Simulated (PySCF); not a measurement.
In(F)(Et)(OH) (C₂H₆FInO), SMILES [F][In]([CH2]C)[OH].

Geometry: r2SCAN-D4/def2-SVP. The def2 effective core potentials stand for the cores of In; spin–orbit coupling is left out. One conformer was computed; it need not be the lowest.

Calculation: TDA-LC-ωPBE/def2-SVPD run with PySCF 2.14.0.

Vertical excitations. Isolated molecule, no solvent.

```
state  energy (eV)  λ (nm)      f                                                               main pairs
-----  -----------  ------  -----  -----------------------------------------------------------------------
S1            6.32     196  0.018                                     HOMO−1→LUMO 72 %, HOMO−1→LUMO+3 13 %
S2            6.47     192  0.037                                                         HOMO→LUMO+1 86 %
S3            6.56     189  0.307                                       HOMO→LUMO 75 %, HOMO−1→LUMO+1 12 %
S4            7.41     167  0.119                     HOMO−1→LUMO+1 42 %, HOMO−2→LUMO 21 %, HOMO→LUMO 13 %
S5            7.72     161  0.000  HOMO−3→LUMO 42 %, HOMO→LUMO+2 21 %, HOMO−3→LUMO+2 10 %, HOMO−2→LUMO 7 %
S6            7.88     157  0.028                                     HOMO−4→LUMO 61 %, HOMO−4→LUMO+2 15 %
S7            8.09     153  0.117                    HOMO−2→LUMO 39 %, HOMO−1→LUMO+1 33 %, HOMO→LUMO+4 7 %
S8            8.13     153  0.038                                                       HOMO−2→LUMO+1 88 %
S9            8.22     151  0.063                                       HOMO→LUMO+2 55 %, HOMO−3→LUMO 20 %
S10           8.43     147  0.001                                                       HOMO−3→LUMO+1 93 %
T1            5.08     244      0                                                           HOMO→LUMO 75 %
T2            5.75     216      0                                     HOMO−1→LUMO 75 %, HOMO−1→LUMO+3 17 %
T3            6.01     206      0                                                         HOMO→LUMO+1 93 %
T4            6.56     189      0                  HOMO−1→LUMO+1 40 %, HOMO−2→LUMO 35 %, HOMO−2→LUMO+3 7 %
```
Triplets are in the Tamm–Dancoff approximation.
